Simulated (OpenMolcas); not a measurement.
GeSiH3ClO (SMILES [SiH3][O][Ge][Cl]): the energy, rung by rung

GeSiH3ClO: 7 atoms, total charge 0, spin state singlet. As SMILES, `[SiH3][O][Ge][Cl]`. Geometry: relaxed at PBE0-D4/def2-TZVP. This is one conformer, not always the lowest.

```xyz
7

Si    0.1844    0.6642   -0.6142
O     0.4345   -0.9595   -0.4138
Ge    0.0766   -2.2159    0.7769
Cl   -0.9918   -0.9951    2.2776
H     0.7959    1.0454   -1.9113
H    -1.2689    0.9651   -0.6433
H     0.8307    1.4278    0.4824
```

Quantity: the energy change with the Si1–H5 bond stretched from 1.484 to 3.264 Å, in eV. The values are calculated.

| level | kind | program | value (eV) | less CCSD(T)/cc-pVDZ | CPU time (all runs) |
| --- | --- | --- | --- | --- | --- |
| BLYP/cc-pVDZ (restricted) | GGA | OpenMolcas | 3.91 | +0.18 | 82 s |
| PBE/cc-pVDZ (restricted) | GGA | OpenMolcas | 4.02 | +0.29 | 80 s |
| TPSS/cc-pVDZ (restricted) | meta-GGA | OpenMolcas | 4.28 | +0.55 | 1.9 min |
| r2SCAN/cc-pVDZ (restricted) | meta-GGA | OpenMolcas | 4.32 | +0.59 | 1.7 min |
| B3LYP/cc-pVDZ (restricted) | global hybrid | OpenMolcas | 4.33 | +0.60 | 69 s |
| BHLYP/cc-pVDZ (restricted) | global hybrid | OpenMolcas | 4.87 | +1.14 | 63 s |
| M06-2X/cc-pVDZ (restricted) | hybrid meta-GGA | OpenMolcas | 4.73 | +1.00 | 87 s |
| CCSD(T)/cc-pVDZ (restricted) | coupled cluster or CI | OpenMolcas | 3.73 | 0.00 | 2.6 min |

CCSD(T)/cc-pVDZ (restricted) is the highest level here, not the true value. At this stretch a single reference begins to fail. All-electron rows without a relativistic Hamiltonian named are non-relativistic. The first shape isn't each level's own minimum. The values span 3.73 to 4.87 eV. In the correlated wave-function rows the outer d shell of Ge is correlated, in sets not made for it. CPU times are rough (shared hosts, several kinds of processor and program).
